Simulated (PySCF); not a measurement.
Sb2, charge +1, doublet, at a GFN2-xTB geometry (a state made from the parent by changing its charge; the spin is typed, not shown lowest) (core potentials on Sb), with bond 2-1 at 1.3 times its length; HF/def2-SV(P) in PySCF.

Here is a job for PySCF.
```python
from pyscf import gto, scf

mol = gto.Mole()
mol.atom = '''
    Sb   -0.00000000   -0.00000000   -1.34486088
    Sb    0.00000000    0.00000000    2.15177741
'''
mol.basis = 'def2-sv(p)'
mol.ecp = {'Sb': 'def2-sv(p)'}
mol.charge = 1
mol.spin = 1
mol.verbose = 4
mol.build()

mf = scf.UHF(mol)
mf.diis = False
mf.damp = 0.3
mf.diis_start_cycle = 200
mf.max_cycle = 150
mf.kernel()
```

Q: What does PySCF print? Leave out banner, timings and long lists.

A: 
```
PySCF version 2.14.0

[INPUT] verbose = 4
[INPUT] num. atoms = 2
[INPUT] num. electrons = 45
[INPUT] charge = 1
[INPUT] spin (= nelec alpha-beta = 2S) = 1
[INPUT] symmetry False subgroup None
[INPUT] Mole.unit = angstrom
[INPUT] Symbol           X                Y                Z      unit          X                Y                Z       unit  Magmom
[INPUT]  1 Sb     0.000000000000   0.000000000000  -1.344860880000 AA    0.000000000000   0.000000000000  -2.541418738842 Bohr   0.0
[INPUT]  2 Sb     0.000000000000   0.000000000000   2.151777410000 AA    0.000000000000   0.000000000000   4.066269985926 Bohr   0.0

nuclear repulsion = 80.058250628114
number of shells = 20
number of NR pGTOs = 122
number of NR cGTOs = 52
basis = def2-sv(p)
ecp = {'Sb': 'def2-sv(p)'}

******** <class 'pyscf.scf.uhf.UHF'> ********
method = UHF
initial guess = minao
damping factor = 0.3
level_shift factor = 0
DIIS disabled
SCF conv_tol = 1e-09
SCF conv_tol_grad = None
SCF max_cycles = 150
direct_scf = True
direct_scf_tol = 1e-13
number electrons alpha = 23  beta = 22
Set gradient conv threshold to 3.16228e-05
init E= -426.280107557389

cycle= 1 E= -477.46890357223  delta_E= -51.2  |g|=  1.3  |ddm|= 9.01
cycle= 2 E= -478.071333121621  delta_E= -0.602  |g|= 0.381  |ddm|= 1.88
cycle= 3 E= -478.125998116485  delta_E= -0.0547  |g|= 0.114  |ddm|= 0.541
cycle= 4 E= -478.12914075361  delta_E= -0.00314  |g|= 0.0403  |ddm|= 0.122
cycle= 5 E= -478.129489866002  delta_E= -0.000349  |g|= 0.0145  |ddm|= 0.0352
cycle= 6 E= -478.129562948398  delta_E= -7.31e-05  |g|= 0.00552  |ddm|= 0.0145
cycle= 7 E= -478.129583232252  delta_E= -2.03e-05  |g|= 0.00244  |ddm|= 0.00736
cycle= 8 E= -478.129589587083  delta_E= -6.35e-06  |g|= 0.00126  |ddm|= 0.00407
cycle= 9 E= -478.129591707671  delta_E= -2.12e-06  |g|= 0.000716  |ddm|= 0.00232
cycle= 10 E= -478.1295924476  delta_E= -7.4e-07  |g|= 0.000425  |ddm|= 0.00136
cycle= 11 E= -478.129592716715  delta_E= -2.69e-07  |g|= 0.00026  |ddm|= 0.000804
cycle= 12 E= -478.129592818929  delta_E= -1.02e-07  |g|= 0.000163  |ddm|= 0.000485
cycle= 13 E= -478.129592859556  delta_E= -4.06e-08  |g|= 0.000104  |ddm|= 0.000299
cycle= 14 E= -478.12959287645  delta_E= -1.69e-08  |g|= 6.82e-05  |ddm|= 0.000188
cycle= 15 E= -478.129592883776  delta_E= -7.33e-09  |g|= 4.56e-05  |ddm|= 0.000121
cycle= 16 E= -478.129592887071  delta_E= -3.29e-09  |g|= 3.09e-05  |ddm|= 7.93e-05
cycle= 17 E= -478.129592888597  delta_E= -1.53e-09  |g|= 2.12e-05  |ddm|= 5.32e-05
cycle= 18 E= -478.12959288932  delta_E= -7.23e-10  |g|= 1.47e-05  |ddm|= 3.62e-05
Extra cycle  E= -478.12959288978  delta_E= -4.6e-10  |g|= 8.38e-06  |ddm|= 3.57e-05
converged SCF energy = -478.12959288978  <S^2> = 0.7540873  2S+1 = 2.0040831
```
